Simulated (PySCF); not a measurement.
CH₄AlFO, SMILES [CH3][Al]([OH])[F].

Geometry: B3LYP-D3(BJ)/def2-SVP. The values are those of a single conformer.

Computed with ωB97X/def2-TZVPD (PySCF).

Symmetry labels are those of the subgroup Cs that the program uses (full group Cs).

Computed valence orbital energies around the gap with their symmetry:
```
orbital  symmetry  energy (eV)
-------  --------  -----------
HOMO−7         A'       -15.27
HOMO−6         A'       -14.11
HOMO−5         A"       -14.10
HOMO−4         A"       -13.76
HOMO−3         A'       -13.75
HOMO−2         A'       -12.31
HOMO−1         A"       -11.96
HOMO           A'       -11.46
LUMO           A'         0.92
LUMO+1         A"         2.00
LUMO+2         A'         2.22
LUMO+3         A'         2.81
```
